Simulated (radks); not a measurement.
Q: The mean radii <r> (bohr) of the occupied orbitals of an atom or ion are listed with their occupations. Method: scalar-relativistic Kohn-Sham, LDA (Slater exchange, VWN5 correlation), spin-polarised, spherical densities, finite nucleus; Fermi nuclear charge, rms radius of each element as measured or else 0.836 A^(1/3) + 0.57 fm; computed with a radial shooting solver on a logarithmic mesh with Libxc functionals.

| orbital | occ. | <r> |
|---|---|---|
| 1s up | 1 | 0.03114 |
| 1s down | 1 | 0.03114 |
| 2s down | 1 | 0.1351 |
| 2s up | 1 | 0.1351 |
| 2p up | 3 | 0.1177 |
| 2p down | 3 | 0.1177 |
| 3s up | 1 | 0.3692 |
| 3s down | 1 | 0.3692 |
| 3p up | 3 | 0.3681 |
| 3p down | 3 | 0.3681 |
| 3d up | 5 | 0.3460 |
| 3d down | 5 | 0.3460 |
| 4s up | 1 | 0.9113 |
| 4s down | 1 | 0.9111 |
| 4p up | 3 | 1.001 |
| 4p down | 3 | 0.9999 |
| 4d up | 5 | 1.430 |
| 4d down | 5 | 1.412 |
| 5s up | 1 | 3.091 |

Name the element and its charge. Open shells, if any, are filled with parallel spins first.

A: Z = 47, silver, charge 0: Ag in [Kr] 4d10 5s1. The 1s radius gives Z: for a bare nucleus <r> = (2 gamma + 1)/(2Z) with gamma = sqrt(1 - (Z/c)^2), 0.03062 bohr for Z = 47, and screening makes it slightly larger (0.03114 here). The occupations add up to 47, and the charge is Z minus that.
